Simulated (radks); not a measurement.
Task: Excited configurations of Nd+: one electron is placed in a higher orbital outside [Xe] 4f4. The ground configuration is [Xe] 4f4 6s1. Calculated with a radial shooting solver on a logarithmic mesh with Libxc functionals: Dirac Kohn-Sham, PBE, spin-unpolarised, spherical densities, point nucleus; open shells are shared between the two j in proportion to 2j + 1. Excitation = E - E(ground); binding = E(ion) - E, where the ion is the core of charge +2; n* = 2/sqrt(2 binding) in atomic units, and the quantum defect is n - n*. Eigenvalue and <r> are those of j = l + 1/2.

outer orbital  excitation (eV)  binding (eV)     n*  quantum defect  eigenvalue (eV)  <r> (bohr)
6d                       6.145         4.640  3.425           2.575           -3.471       7.719
6f                       8.419         2.366  4.796           1.204           -1.789       14.84
7p                       6.543         4.242  3.582           3.418           -3.288       9.669
7d                       7.923         2.863  4.360           2.640           -2.228       13.45

Estimate the row for 7s.

Result: excitation (eV) 5.520; binding (eV) 5.266; n* 3.215; quantum defect 3.785; eigenvalue (eV) -4.171; <r> (bohr) 8.092. The Delta-SCF ionisation energy is 10.785 eV (NIST Atomic Spectra Database: 10.78 eV, semi-empirical). Self-interaction in the functional shifts the binding energies and quantum defects, so they are the method's values and not measured ones. Spin polarisation and multiplet splitting are left out, so open shells lie too high by an amount that depends on their filling. Sharing an open shell by 2j + 1 raises it above the true ground level by a part of the spin-orbit splitting, which enters the differences from NIST.

Beside tabulated values, note that spin-unpolarised runs miss the spin-polarisation part of the exchange energy of open shells.
